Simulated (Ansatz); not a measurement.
One change: `[CH3][Ge]([F])([Cl])[C]#N` becomes `C[Se][Ge]([CH3])([F])[Cl]`.

Ansatz, PBE0-D4/def2-TZVP geometries, multiplicity 1. Each molecule was computed in one conformer, which needn't be the lowest.

Scalar relativity is left out up to krypton. Spin–orbit coupling is left out; it splits and shifts lone-pair levels of the heavy atoms by tenths of an eV.

```
                             property  `[CH3][Ge]([F])([Cl])[C]#N`
  LUMO energy (B3LYP/def2-TZVPP) / eV                        -1.33
   HOMO energy (PBE0/def2-TZVPP) / eV                        -9.71
HOMO energy (ωB97M-V/def2-TZVPP) / eV                       -11.98
HOMO–LUMO gap (B3LYP/def2-TZVPP) / eV                         8.11
LUMO energy (ωB97M-V/def2-TZVPP) / eV                         1.00
  HOMO–LUMO gap (PBE/def2-TZVPP) / eV                         6.19
```

(1) What does the change do to each property? (Estimate.)

## Answers

(1) Computed: 
| property | `C[Se][Ge]([CH3])([F])[Cl]` | shift |
| --- | --- | --- |
| LUMO energy (B3LYP/def2-TZVPP) / eV | -1.09 | 0.24 |
| HOMO energy (PBE0/def2-TZVPP) / eV | -7.01 | 2.70 |
| HOMO energy (ωB97M-V/def2-TZVPP) / eV | -9.18 | 2.80 |
| HOMO–LUMO gap (B3LYP/def2-TZVPP) / eV | 5.68 | -2.43 |
| LUMO energy (ωB97M-V/def2-TZVPP) / eV | 1.04 | 0.04 |
| HOMO–LUMO gap (PBE/def2-TZVPP) / eV | 4.13 | -2.06 |

With PBE0 the HOMO rises by 2.70 eV and the LUMO rises by 0.27 eV, so the gap narrows by about 2.43 eV. PBE moves the HOMO by 2.41 eV and ωB97M-V by 2.80 eV.

Positive LUMOs are unbound, so they and the gaps depend on the basis.

B3LYP here is the variant with VWN-RPA as its local correlation; programs differ in this.
